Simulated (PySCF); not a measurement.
**Radial density of Hg²⁺ (mercury, charge +2)**

UHF, [Xe] 4f14 5d9 6s1, high-spin 3D determinant (an excited configuration). All numbers are calculated (PySCF 2.14, a scalar-relativistic core potential, in aug-cc-pVTZ-PP with one added diffuse shell each of s, p, d, f, g type with ECP60MDF (7s7p6d4f3g, 113 functions)). This is the valence pseudo-density: the core potential removes the inner electrons and smooths the orbitals near the nucleus.

| r (bohr) | 4πr²ρ (e/bohr) | 4πr²(ρα − ρβ) |
| --- | --- | --- |
| 0.0457 | 1.843e-05 | 0.0000 |
| 0.0768 | 4.659e-05 | 0.0000 |
| 0.129 | 0.0002399 | 0.0000 |
| 0.217 | 0.004598 | 0.0003 |
| 0.366 | 0.2327 | 0.0118 |
| 0.615 | 6.940 | 0.2690 |
| 1.03 | 17.66 | 0.8127 |
| 1.74 | 5.730 | 0.9728 |
| 2.93 | 0.6577 | 0.3621 |
| 4.92 | 0.01794 | 0.0166 |
| 8.28 | 1.130e-05 | 0.0000 |

Energies and moments cover only the electrons outside the core potential. Spin-orbit coupling, absent here, splits the open shell strongly.
